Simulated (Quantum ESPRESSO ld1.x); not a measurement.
Results of a calculation; reference values are marked as such.
One sound ld1.x (Quantum ESPRESSO 7.5) input for neutral zirconium gives E = -3594.6166 hartree in 41 iterations:

```
 &input
    zed=40.0,
    iswitch=1,
    rel=1,
    lsd=1,
    dft='PW',
    config='[Kr] 4d2 5s2',
    prefix='ld1',
    max_out_wfc=37,
    file_charge='ld1.rho',
 /
```

Changed or added lines, one case at a time, and what came of them:

- rel=3: refused. The program stops in ld1_readin with "wrong rel": rel takes 0, 1 or 2.
- config='[Kr] 4d2 5s2 5s2': refused. The program stops in occ_spin with "wrong occupations": a shell may stand twice only as spin up and down (lsd = 1) or as its two j (rel = 2, l > 0), within their capacities.
- config='[Kr] 4d2 5s2 1s1': refused. The program stops in occ_spin with "wrong occupations": the bracketed core already holds 1s.
- xmin=-1.0: refused. The program stops in ld1_readin with "wrong xmin": xmin is refused above -2.
- tr2=1e-1: inaccurate. The cycle stops early, after 5 iterations, and the energy is off by +2.513 hartree against the sound run.
- lsd=2: refused. The program stops in ld1_readin with "lsd not correct": lsd takes 0 or 1.
- atom='Zr': harmless. atom and zed name the same element, and the result equals that of the sound run.
